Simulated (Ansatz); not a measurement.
Program: Ansatz. Geometries: PBE0-D4/def2-TZVP. ΔE: electronic, gas phase. CBS: MP2 limit from def2 TZ/QZ plus the TZ coupled-cluster correction, frozen cores. DFT in def2-TZVPP. B3LYP here is the variant with VWN-RPA as its local correlation; programs differ in this. Each species was taken in one conformer, which may not be the lowest.

`CB(O)F` + `O[Si](F)(F)CCl` → `CB(F)CCl` + `O[Si](O)(F)F`  (redistribution)

`CB(O)F`:

Cartesian coordinates in Å:
```
C -0.930 0.420 -0.022
B 0.515 -0.135 0.159
O 1.075 -0.988 -0.730
F 1.244 0.233 1.224
H -0.914 1.513 -0.059
H -1.411 0.047 -0.926
H -1.548 0.154 0.840
H 1.970 -1.244 -0.487
```

`O[Si](F)(F)CCl`:

```xyz
9

O    -0.726    0.190   -1.691
Si   -0.675   -0.414   -0.195
F    -2.112   -0.212    0.425
F    -0.382   -1.969   -0.204
C     0.588    0.413    0.890
Cl    2.158    0.396    0.031
H     0.093    0.246   -2.186
H     0.332    1.453    1.090
H     0.724   -0.103    1.840
```

`CB(F)CCl`:

```xyz
10

C    -1.119   -0.142   -0.829
B     0.340   -0.346   -0.329
F     1.218   -0.969   -1.111
C     0.869    0.146    1.075
Cl    1.267    1.868    0.734
H    -1.706   -1.021   -0.530
H    -1.184   -0.073   -1.917
H    -1.601    0.728   -0.378
H     1.787   -0.336    1.411
H     0.130    0.144    1.874
```

`O[Si](O)(F)F`:

Z-matrix (Å, degrees):
```
Si
O 1 1.609
F 1 1.583 2 110.1
O 1 1.609 2 107.3 3 122.5
F 1 1.583 2 112.2 3 -116.4
H 2 0.957 1 118.9 3 32.8
H 4 0.957 1 118.9 2 155.3
```

Task: Is it downhill or uphill in electronic energy at CCSD(T)/CBS, and by how much? (An estimate is asked.)

Result: The calculation gave: Uphill: ΔE = +6.3 kcal/mol.

Task: What do these levels give: PBE0-D4, B3LYP-D4, ωB97X-V, r2SCAN, PBE0, B3LYP, MP2/def2-TZVPP, CCSD/def2-TZVPP, CCSD(T)/def2-TZVPP, HF/def2-QZVPP, MP2/def2-QZVPP, SCS-MP2/def2-QZVPP? (An estimate is asked.)

Result: The calculation gave: PBE0-D4 7.7, B3LYP-D4 7.4, ωB97X-V 7.1, r2SCAN 6.9, PBE0 7.5, B3LYP 7.0, MP2/def2-TZVPP 6.3, CCSD/def2-TZVPP 6.2, CCSD(T)/def2-TZVPP 6.5, HF/def2-QZVPP 4.7, MP2/def2-QZVPP 6.1, SCS-MP2/def2-QZVPP 5.9 kcal/mol.

Largest T1 diagnostic among the species: 0.012.

In def2-TZVPP, CCSD(T) changes the Hartree–Fock value by +1.6 kcal/mol (the triples alone add +0.3 kcal/mol) and MP2 by +1.3 kcal/mol. From PBE to PBE0 (25 % exact exchange), in def2-TZVPP and without D4, ΔE moves by −0.8 kcal/mol.
